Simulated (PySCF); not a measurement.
# `C#CC[SiH2][Si]1(F)C[SiH2]C1`: 4 charge schemes on one density

C5H11FSi3.
Cartesian coordinates in Å at the GFN2-xTB level; atoms count from 1:
```
atom  x, y, z in Å
C1    -2.8463    1.8871    0.1445
C2    -2.8414    0.6914    0.0802
C3    -2.8074   -0.7477    0.0192
Si4   -1.1720   -1.4428    0.7431
Si5    0.6205   -0.6125   -0.4359
F6     0.4901   -1.1157   -1.9875
C7     1.0519    1.2572   -0.4756
Si8    2.8767    0.9167    0.0117
C9     2.4330   -0.9483    0.1028
H10   -2.8797    2.9343    0.1880
H11   -3.6660   -1.1455    0.5648
H12   -2.9101   -1.0579   -1.0236
H13   -1.1249   -1.0690    2.1644
H14   -1.3077   -2.9087    0.6970
H15    0.9178    1.7269   -1.4463
H16    0.5001    1.8621    0.2387
H17    3.2678    1.4942    1.2998
H18    3.8571    1.2589   -1.0194
H19    2.9893   -1.5792   -0.5853
H20    2.5460   -1.3908    1.0890
```

Density: PBE0/pcSseg-1 (PySCF); schemes: Mulliken, IAO, Hirshfeld and ESP-fitted. Isolated species at its GFN2-xTB geometry (one conformer only).

**Question.** For which atoms does the sign change between the 4 schemes (beyond +0.03 e in one, beyond −0.03 e in another)?

**Answer.** C2.

**Question.** Which atoms carry the highest charge in the Mulliken, IAO, Hirshfeld and ESP-fitted schemes?

**Answer.** All schemes agree: Mulliken Si5 (+0.997); IAO Si5 (+1.062); Hirshfeld Si5 (+0.375); ESP-fitted Si5 (+0.699).

**Question.** At which atom do the 4 schemes differ most?

**Answer.** At Si5: from +0.375 (Hirshfeld) to +1.062 e (IAO), 0.687 e apart.

**Question.** Tabulate the Mulliken, IAO, Hirshfeld and ESP-fitted charges.

**Answer.** In e:

| atom | environment | Mulliken | IAO | Hirshfeld | ESP-fitted |
| --- | --- | --- | --- | --- | --- |
| C1 | terminal alkyne carbon | -0.367 | -0.269 | -0.127 | -0.503 |
| C2 | alkyne carbon | +0.131 | -0.025 | -0.042 | +0.060 |
| C3 | sp3 carbon bound to silicon | -0.444 | -0.536 | -0.136 | -0.261 |
| Si4 | SiH2 silicon | +0.319 | +0.443 | +0.261 | +0.164 |
| Si5 | fluorine-bound silicon | +0.997 | +1.062 | +0.375 | +0.699 |
| F6 | silicon-bound fluorine | -0.427 | -0.536 | -0.214 | -0.330 |
| C7 | sp3 carbon bound to silicon | -0.855 | -0.844 | -0.261 | -0.536 |
| Si8 | SiH2 silicon | +0.660 | +0.765 | +0.348 | +0.545 |
| C9 | sp3 carbon bound to silicon | -0.861 | -0.850 | -0.263 | -0.619 |
| H10 | alkyne hydrogen | +0.040 | +0.199 | +0.089 | +0.319 |
| H11 | methylene hydrogen | +0.182 | +0.180 | +0.061 | +0.154 |
| H12 | methylene hydrogen | +0.184 | +0.180 | +0.060 | +0.133 |
| H13 | Si–H hydrogen | -0.042 | -0.098 | -0.073 | -0.049 |
| H14 | Si–H hydrogen | -0.048 | -0.098 | -0.072 | -0.077 |
| H15 | methylene hydrogen | +0.175 | +0.171 | +0.040 | +0.138 |
| H16 | methylene hydrogen | +0.174 | +0.165 | +0.031 | +0.119 |
| H17 | Si–H hydrogen | -0.080 | -0.122 | -0.077 | -0.127 |
| H18 | Si–H hydrogen | -0.076 | -0.119 | -0.074 | -0.114 |
| H19 | methylene hydrogen | +0.175 | +0.170 | +0.039 | +0.156 |
| H20 | methylene hydrogen | +0.163 | +0.160 | +0.033 | +0.129 |

Mean size of the charges over all atoms: IAO 0.350 e, Mulliken 0.320 e, ESP-fitted 0.262 e, Hirshfeld 0.134 e. Each set sums to the total charge, 0, to within 0.001 e. The IAO scheme counts the electrons in orthogonalised intrinsic atomic orbitals, a minimal basis polarised so that it spans the occupied orbitals exactly. The Mulliken scheme counts on each atom the diagonal of the density matrix times the overlap matrix over that atom's basis functions.

**Question.** Sum the charges by element, for elements with more than one atom.

**Answer.** 
```
element  atoms  Mulliken     IAO  Hirshfeld  ESP-fitted
      C      5    -2.397  -2.523     -0.828      -1.859
     Si      3    +1.976  +2.270     +0.984      +1.407
      H     11    +0.848  +0.789     +0.058      +0.782
```

**Question.** How many electrons does the IAO scheme count on F6?

**Answer.** Z − q = 9 − (-0.536) = 9.536.

**Question.** How closely do the schemes follow one another over all atoms?

**Answer.** Correlation coefficient and root-mean-square difference: Mulliken with IAO 0.99, 0.077 e; IAO with Hirshfeld 0.97, 0.297 e; Mulliken with ESP-fitted 0.96, 0.149 e; IAO with ESP-fitted 0.96, 0.175 e; Mulliken with Hirshfeld 0.94, 0.277 e; Hirshfeld with ESP-fitted 0.93, 0.180 e.
